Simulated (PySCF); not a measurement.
## Excitation energy of C²⁺ by level of theory

C²⁺ [He] 2s2 (1S) → C²⁺ [He] 2p2 (3P), as a difference of total energies. All numbers are calculated (PySCF 2.14, the non-relativistic Hamiltonian (point nucleus), in aug-cc-pVDZ). Correlated levels: valence: 1s2 frozen. The calculations carry no spin-orbit coupling.

```csv
method,excitation energy (eV)
UHF,15.461
MP2 (valence),16.432
SCS-MP2 (valence),16.719
CCSD (valence),17.281
```

Task: How much does correlation contribute at MP2 (valence)?

Result: 16.432 − (15.461) = 0.971 eV, measured against UHF.

A first-order spin-orbit estimate (lowest level to lowest level, LS coupling) adds -0.006 eV.

With two correlated electrons CCSD is exact in that space.

The coupled-cluster amplitudes are large for the lower state (T1 above 0.03 or a double amplitude above 0.15), so a single reference is strained.
